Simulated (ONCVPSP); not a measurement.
Transferability test, ONCV potential for Ba

ONCVPSP 4.0.1 input, shortened (lines: element, Z, core and valence counts, functional; n l f; lmax; l rc ep ncon nbas qcut; lloc lpopt rc5 dvloc0; l nproj debl; icmod fcfact rcfact), PBE, scalar-relativistic:

```
  Ba 56.00    9    4        4      upf
    1    0    2.00
    2    0    2.00
    2    1    6.00
    3    0    2.00
    3    1    6.00
    3    2   10.00
    4    0    2.00
    4    1    6.00
    4    2   10.00
    5    0    2.00
    5    1    6.00
    6    0    1.00
    6    1    1.00
    2
    0    2.75    0.00    4    7    4.60
    1    3.60    0.00    4    7    4.90
    2    3.10    0.03    4    8    2.60
    4    5    1.95    0.00
    0    2    2.90
    1    2    3.80
    2    3    2.00
    3    5.50    1.45
```

In the d channel the program set the typed energies aside and used 0.050, 2.050, 4.050 Ha.

Energies are relative to the spin-unpolarised reference configuration 5s2 5p6 6s1 6p1; without spin polarisation the order of configurations can differ from experiment.

```
valence configuration  charge  ΔE all-electron (eV)  error AE − PS (meV)
      5s2 5p6 6s2 6p0       0                -2.029                 -0.2
      5s2 5p6 6s1 6p0      +1                 3.333                 -0.7
      5s2 5p6 6s0 6p0      +2                13.314                 -2.2
```

Problem. What are ΔE and the potential's error for 5s2 5p6 6s0 6p2?

Solution. ΔE = 2.112 eV all-electron; the error (AE − PS) is -0.2 meV.

Note: ghosts flagged at negative energy: d at -32.8 eV; GHOST(+) flagged for s at 74.2 eV. A true bound ghost makes a file unfit for plane-wave use.
